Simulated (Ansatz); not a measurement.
Start from `[NH2][In]([OH])[O][SiH3]` and change one atom or group to get `C[O][In]([OH])[O][SiH3]`.

Ansatz, PBE0-D4/def2-TZVP geometries, multiplicity 1. Each molecule was computed in one conformer, which needn't be the lowest.

Elements past krypton have def2 core potentials.

| property | `[NH2][In]([OH])[O][SiH3]` |
| --- | --- |
| LUMO energy (PBE0/def2-TZVPP) / eV | -1.69 |
| size of the dipole moment (B3LYP/def2-TZVPP) / D | 1.91 |
| HOMO energy (PBE/def2-TZVPP) / eV | -6.47 |
| HOMO–LUMO gap (B3LYP/def2-TZVPP) / eV | 5.62 |
| size of the dipole moment (ωB97M-V/def2-TZVPP) / D | 1.92 |
| HOMO energy (PBE0/def2-TZVPP) / eV | -7.88 |

Q: What does the change do to each property? (Best estimate.)

A: Computed: 
```tsv
property	`C[O][In]([OH])[O][SiH3]`	shift
LUMO energy (PBE0/def2-TZVPP) / eV	-2.14	-0.45
size of the dipole moment (B3LYP/def2-TZVPP) / D	0.53	-1.38
HOMO energy (PBE/def2-TZVPP) / eV	-6.47	0.00
HOMO–LUMO gap (B3LYP/def2-TZVPP) / eV	5.31	-0.31
size of the dipole moment (ωB97M-V/def2-TZVPP) / D	0.54	-1.38
HOMO energy (PBE0/def2-TZVPP) / eV	-8.01	-0.13
```

With PBE0 the HOMO falls by 0.13 eV and the LUMO falls by 0.45 eV, so the gap narrows by about 0.32 eV. PBE moves the HOMO by 0.00 eV and ωB97M-V by -0.17 eV. Dipoles are sizes alone; their direction can turn.

Positive LUMOs are unbound, so they and the gaps depend on the basis.

B3LYP here is the variant with VWN-RPA as its local correlation; programs differ in this.
